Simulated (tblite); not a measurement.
C₆H₇F (SMILES C#C[C@]1(C)C[C@@H]1F), singlet, geometry from GFN2-xTB; tblite 0.6.0 with GFN1-xTB.

tblite was given this input:
```
$ tblite run mol.xyz --method gfn1 --charge 0 --spin 0 --grad --json tblite.json --no-restart

# file mol.xyz
14

C      2.37159957     0.10323362     0.69149645
C      1.20560951     0.25923229     0.46832725
C     -0.18948831     0.44138407     0.19533983
C     -0.62696176     1.88975573     0.12773933
C     -1.14477228    -0.59526164     0.75213878
C     -0.86634887    -0.55281911    -0.71382337
F     -0.13826177    -1.56566981    -1.26048253
H      3.39291568    -0.03025610     0.88761597
H     -0.43678035     2.38082013     1.08059797
H     -1.68940307     1.95730876    -0.09485418
H     -0.07148565     2.41627541    -0.64641545
H     -2.11361820    -0.27262677     1.10111900
H     -0.71547038    -1.41591734     1.30645013
H     -1.61962949    -0.21772578    -1.41748046
```

### Question
Write the output that tblite gives for this input, abridged.

### Answer

```
xTB calculator
 | screened Coulomb repulsion
 | Coulomb electrostatics
 |  * isotropic Klopman-Ohno-Mataga-Nishimoto electrostatics
 |  * onsite third-order electrostatics
 | DFT-D3(BJ) dispersion correction

halogen bonding energy    0.0000000000000E+00 Eh
repulsion energy          3.2621692821996E-01 Eh
dispersion energy        -5.1056395445683E-03 Eh
number of electrons       3.8000000000000E+01 e
integral cutoff           1.9731147476801E+01 bohr

------------------------------------------------------------
  cycle        total energy    energy error   density error
------------------------------------------------------------
      1     -21.46461721895  -2.1785729E+01   6.4286789E-01
      2     -21.50935941817  -4.4742199E-02   3.8426996E-01
      3     -21.50708407827   2.2753399E-03   6.2096109E-02
      4     -21.51119088771  -4.1068094E-03   1.1995073E-02
      5     -21.51152685470  -3.3596699E-04   1.9690208E-03
      6     -21.51153616542  -9.3107245E-06   5.2891536E-04
      7     -21.51153647838  -3.1295802E-07   6.6158882E-05
      8     -21.51153648265  -4.2726640E-09   1.1925238E-05
------------------------------------------------------------

electronic energy        -2.1832647771329E+01 Eh
total energy             -2.1511536482654E+01 Eh

Post processing:
 | Mayer-Wiberg bond orders

[Info] Tight-binding results written to 'tblite.txt'
[Info] JSON dump of results written to 'tblite.json'
```
